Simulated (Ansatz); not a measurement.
Basis-set extrapolation for `C[Si](O)(S)Cl` (PBE0-D4/def2-TZVP geometry, frozen core, the Gaussian-basis code of Ansatz). Multiplicity 1, RHF reference.

```json
{"": "HF", "def2-TZVPP": "-1261.857025", "def2-QZVPP": "-1261.895717"}
{"": "MP2 correlation", "def2-TZVPP": "-0.902843", "def2-QZVPP": "-0.979806"}
{"": "CCSD(T) correlation", "def2-TZVPP": "-0.994371", "def2-QZVPP": "not run"}
```

Energies in hartree. Use E(X) = E(∞) + A·exp(−7.88·√X) for Hartree–Fock and E(X) = E(∞) + B·X^(−2.97) for correlation, with X = 3 and 4, and add CCSD(T) minus MP2 of the smaller set to the MP2 limit.

Q: What is the CCSD(T) energy at the basis-set limit?

A: HF limit: -1261.895717 + (-0.038692) × 0.13774 = -1261.90105. MP2 limit: -0.979806 + (-0.076963) × 0.74074 = -1.03682. Higher-order term: -0.994371 − (-0.902843) = -0.09153. Total: -1263.02940 hartree, 111.7 kcal/mol below CCSD(T)/def2-TZVPP.
